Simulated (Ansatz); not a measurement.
NbS(OH)3 (NbSO₃H₃), relaxed as a singlet with RKS PBE0-D4/def2-SVP in Ansatz, starting from the GFN2-xTB geometry. Force threshold 0.02 eV/Å.

In the def2 sets Nb takes a core potential; there is no spin–orbit coupling.

Start:

```xyz
8

Nb   -0.003    0.027   -0.008
S    -0.738   -2.021    0.510
O     1.778   -0.262   -0.024
H     2.680   -0.594    0.009
O    -0.638    0.965    1.392
H    -1.022    1.361    2.180
O    -0.793    0.259   -1.611
H    -1.265    0.264   -2.448
```

(1) Estimate the energy that the relaxation releases and the steps that it takes.

(2) Does the start keep its bonding?

(3) Predict the relaxed structure.

Answers

(1) 77.3 kJ/mol, in 9 steps; 10 s on 4 threads of AMD EPYC 9R45 on a shared host. No frequencies were taken in this run, so the end may be a saddle point.

(2) By distances, no bond broke or formed. The bond that changes most is Nb1–S2, from 2.24 to 2.15 Å (atoms count from 1).

(3) 
```csv
atom,x (Å),y (Å),z (Å)
Nb1,-0.017,-0.045,0.012
S2,-0.743,-2.008,0.512
O3,1.860,-0.067,-0.078
H4,2.531,-0.745,0.047
O5,-0.559,1.186,1.325
H6,-1.069,1.122,2.137
O7,-0.710,0.483,-1.654
H8,-1.293,0.074,-2.299
```
Bond lengths: 3 × Nb–O 1.88 Å; 1 × Nb–S 2.15 Å; 3 × H–O 0.96 Å.
